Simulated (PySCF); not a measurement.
## UHF on In (indium, neutral)

Configuration: [Kr] 4d10 5s1 5p1 6s1, high-spin 4P determinant (an excited configuration). Calculation: PySCF 2.14, in aug-cc-pVDZ-PP with ECP28MDF; scalar relativity through the core potential.

```
Total energy                                                  : -188.959841 hartree
One-electron energy                                           : -331.2139 hartree
Hartree (Coulomb) energy                                      : 158.0129 hartree
Exchange energy                                               : -15.7589 hartree
⟨S²⟩                                                          : 3.7518
⟨L²⟩                                                          : 2.031
Sum of ⟨r⟩                                                    : 32.01 bohr
Sum of ⟨r²⟩                                                   : 98.76 bohr²
Traceless quadrupole moment −½Σ⟨3z² − r²⟩ along its main axis : -3.80 e·bohr²
```

```tsv
shell	electrons	mean orbital energy (hartree)	spread (hartree)	rms radius, mean of both spins (bohr)
4s α	1	-5.55229	0	0.912
4s β	1	-5.53489	0	0.912
4p α	3	-3.80327	0.00602	0.995
4p β	3	-3.79388	0.01622	0.995
4d α	5	-1.18728	0.01266	1.26
4d β	5	-1.17309	0.02045	1.26
5s α	1	-0.59456	0	2.71
5p α	1	-0.33224	0	3.50
6s α	1	-0.09852	0	7.46
```

Energies and moments cover only the electrons outside the core potential. The outer electron is Rydberg-like, and this basis confines it to a smaller radius and binds it less than a complete one would.
